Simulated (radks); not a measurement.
All-electron atom: P5+ in [Ne] (the NIST ground configuration).

All-electron calculation, non-relativistic Kohn-Sham, TPSS, spin-polarised, spherical densities, point nucleus; meta-GGA in the generalised Kohn-Sham scheme. Program: a radial shooting solver on a logarithmic mesh with Libxc functionals.

Energy parts (eV):
| part | energy |
|---|---|
| total | -9110.310 |
| kinetic | 9100.369 |
| electron-nucleus | -20894.622 |
| Hartree | 3265.659 |
| exchange-correlation | -581.716 |

Orbitals (lengths in bohr, moments of r in powers of bohr; r(90%) holds 90 % of the orbital's charge):
orbital  occ.  eigenvalue (eV)  <1/r>  r(90%)
1s          2        -2164.252  14.57   0.185
2s          2        -249.6973  2.830   0.808
2p          6        -200.3666  2.730   0.798

The highest occupied level is 2p at -200.37 eV. For comparison, the ionisation energy in NIST's Atomic Spectra Database is 220.43 eV (semi-empirical). In exact Kohn-Sham theory the highest level is minus the ionisation energy, but local and semilocal functionals leave it too shallow, through self-interaction and a potential that decays too fast; potentials with the right tail come closer. Summed over all electrons, <r^2> = 2.380 bohr^2, which gives a Langevin (diamagnetic) susceptibility term of -1.89 x 10^-6 cm^3/mol.
